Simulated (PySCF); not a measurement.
**Spin states and ions at one geometry of [Bi(SH)3]2+**

PySCF 2.14.0, RKS TPSS, Bi def2-SVP with ECP60, S def2-SVP, H def2-SVP; non-relativistic Hamiltonian with scalar-relativistic core potentials where named; density fitting; no spin-orbit coupling; singlets restricted, open shells unrestricted. The geometry is relaxed for charge +2, singlet, vacuum:

```xyz
7

Bi    0.6277   -0.2054    0.1037
S    -0.3858    0.4635    2.2707
H    -1.6751    0.5192    1.8056
S    -0.3887   -0.5294   -2.1522
H    -1.6765   -0.2681   -1.7586
S     3.0749   -0.4423    0.3589
H     3.2954   -0.7645   -0.9568
```

Energies count from the relaxed state; an electron taken off or put on is at rest in vacuum. Charges and spins are Mulliken's.

Q: Order these states by energy, lowest first.
A. charge +2, singlet, vacuum
B. charge +1, doublet, vacuum
C. charge +3, doublet, vacuum
D. charge +2, triplet, vacuum

A: B (-13.19 eV), A (0.00 eV), D (0.90 eV), C (19.45 eV).

Q: How do charge and spin on the first atom follow?

A: 
| state | spin squared | charge on Bi1 (e) | spin on Bi1 (e) | dipole about the centre of mass (D) |
| --- | --- | --- | --- | --- |
| charge +2, singlet, vacuum | 0.00 | 0.95 | 0.00 | 2.27 |
| charge +2, triplet, vacuum | 2.03 | 0.92 | -0.08 | 2.80 |
| charge +3, doublet, vacuum | 0.78 | 1.06 | -0.12 | 1.04 |
| charge +1, doublet, vacuum | 0.76 | 0.82 | 0.02 | 1.97 |

With an electron taken off (doublet) the charges change, summed by element, by Bi +0.11 e, S +0.73 e, H +0.15 e. The vertical ionisation energy is 19.45 eV, against −ε(HOMO) = 16.87 eV of the relaxed state. The level lies 2.6 eV too high, as is usual for semilocal functionals and global hybrids, which keep a self-interaction error.

With an electron put on (doublet) the charges change, summed by element, by Bi -0.13 e, S -0.70 e, H -0.17 e. The vertical electron affinity is 13.19 eV, against −ε(LUMO) = 15.77 eV of the relaxed state.

Open shells may have lower solutions than those found. Hard to converge, so the more doubtful: charge +2, triplet, vacuum; charge +3, doublet, vacuum.

No frequency check is given that shows the relaxed geometry to be a minimum.
